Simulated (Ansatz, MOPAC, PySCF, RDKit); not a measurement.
CH2O (SMILES C=O) and CH6Si (SMILES C[SiH3]) are pulled apart as rigid monomers along the line of their centres of mass, from the B3LYP-D3(BJ)/def2-TZVP minimum. Starting geometry (charge 0, multiplicity 1):
```xyz
12

C      0.17192     0.23390    -0.28016
O     -0.81602    -0.03472     0.34573
H      1.15053     0.38757     0.21129
H      0.15313     0.34126    -1.38119
C     -1.41403    -0.52141     3.72085
Si     0.37570    -0.05372     3.43322
H     -1.48766    -1.50303     4.19279
H     -1.94880    -0.55160     2.77167
H     -1.90456     0.20344     4.37330
H      1.11370    -0.00860     4.72219
H      0.49657     1.28411     2.80367
H      1.06378    -1.03762     2.56147
```

Interaction energies with rigid monomers; basis-set methods are counterpoise corrected unless marked otherwise.

The state reached by PM3, PM6 isn't checked.

The values were computed with Ansatz (an electronic-structure program) with Gaussian orbitals; MOPAC for PM3, PM6 (differences of heats of formation); PySCF for the dispersion terms; RDKit for the force fields. Each number belongs to the level named beside it.

```tsv
O2···Si6 (Å)	UFF (kcal/mol)	PM3 (kcal/mol)	PM6 (kcal/mol)	PBE/def2-TZVPPD (kcal/mol)	B3LYP-D4/def2-TZVPPD (kcal/mol)
3.00	3.18	3.92	0.88	-0.04	-1.35
3.31	-0.61	1.72	-0.87	-1.31	…
3.78	…	0.63	-0.90	-1.24	-1.82
4.58	-0.47	0.14	-0.16	-0.59	-0.66
5.87	-0.12	0.02	-0.02	-0.18	-0.11
```

Task: What belongs in the gaps?

Result: 
- 3.78, UFF (kcal/mol): -1.02
- 3.31, B3LYP-D4/def2-TZVPPD (kcal/mol): -2.43
